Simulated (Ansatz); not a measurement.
Reactions of `C#[C][Sn]([F])([F])[Cl]`.

Gas-phase electronic energies from Ansatz, PBE0-D4/def2-TZVP geometries. CCSD(T)/CBS adds triple-zeta CCSD(T) − MP2 to the extrapolated MP2 energy (def2 sets, frozen cores). This one scheme is used for every species, atoms too. For atomizations the MP2-based limit and the directly extrapolated one differ by several kJ/mol either way, and by 10 to 25 for some Ge, Se and Sn compounds, so smaller differences from it don't rank the levels. Functionals use def2-TZVPP. No spin–orbit coupling; open shells (•) take unrestricted orbitals. Spin–orbit coupling would lower the free atoms: a little for C, Cl, F; strongly for Sn. def2 core potentials past Kr. Bonds to I, Sn are less sure, by a few kJ/mol each and by 10 to 20 or more in all where they break to atoms, as the def2 sets lack core-valence functions.

```json
{"reaction": "`C#[C][Sn]([F])([F])[Cl]` + `C#C` → `C#[C][Sn]([F])([F])[C]#C` + HCl", "CCSD(T)/CBS(def2) (kJ/mol)": "65"}
{"reaction": "`C#[C][Sn]([F])([F])[Cl]` + H–F → `C#[C][Sn]([F])([F])[F]` + HCl", "CCSD(T)/CBS(def2) (kJ/mol)": "?"}
{"reaction": "`C#[C][Sn]([F])([F])[Cl]` + HI → `[F][Sn]([F])([Cl])[I]` + `C#C`", "CCSD(T)/CBS(def2) (kJ/mol)": "-94"}
{"reaction": "`C#[C][Sn]([F])([F])[Cl]` → Cl• + `C#[C][Sn]([F])[F]`•", "CCSD(T)/CBS(def2) (kJ/mol)": "392"}
{"reaction": "`C#[C][Sn]([F])([F])[Cl]` → 2 C• + Cl• + 2 F• + H• + Sn•", "CCSD(T)/CBS(def2) (kJ/mol)": "2729"}
```

Problem. Fill in the missing values. (Estimate.)

Solution. The calculation gave: `C#[C][Sn]([F])([F])[Cl]` + H–F → `C#[C][Sn]([F])([F])[F]` + HCl: +38.8 kJ/mol.

Largest T1 diagnostic: 0.018, for `C#[C][Sn]([F])[F]`•.
